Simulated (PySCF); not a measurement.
# WOF₄ + O₂ → WO₃ + 2 F₂

Level: PBE in the def2-TZVP basis family, computed in PySCF with density fitting; scalar-relativistic core potentials for atoms from Rb on, none lighter, no spin–orbit coupling; open shells unrestricted.

| species | state and structure | E (Eh) | ZPE (kJ/mol) | H(298 K) − H(0) (kJ/mol) | S° (J/(mol K)) |
| --- | --- | --- | --- | --- | --- |
| WOF₄ | singlet, C4v, W–F 1.869 Å (×4), W–O 1.695 Å; F–W–F 86.2° (×4), F–W–F 150.1° (×2), F–W–O 104.9° (×4) | -541.79788 | 32.3 | 20.6 | 344.4 |
| O₂ | triplet, D∞h, O–O 1.219 Å | -150.24892 | 9.3 | 8.7 | 205.2 |
| WO₃ | singlet, C3v, W–O 1.737 Å (×3); O–W–O 106.2° (×3) | -292.79401 | 22.7 | 13.4 | 290.3 |
| F₂ | singlet, D∞h, F–F 1.413 Å | -199.42304 | 6.0 | 8.8 | 202.5 |

(1) What is the electronic reaction energy?

(2) Add zero-point, thermal and entropy terms for 298.15 K and 1 bar.

Answers

(1) At PBE/def2-TZVP, ΔE = 1067.8 kJ/mol from the differences of the total energies times 2625.5, uphill. 

(2) ΔZPE = -6.9 and Δ[H(298) − H(0)] = 1.7 kJ/mol give ΔH° = 1062.6 kJ/mol. ΔS° = 145.7 J/(mol K), so ΔG° = 1062.6 − 298.15 × (0.1457) = 1019 kJ/mol.

Spin–orbit coupling can matter for WOF₄, WO₃ and is left out. Each species is the lowest minimum found with this bonding; other isomers or fragments can lie lower.
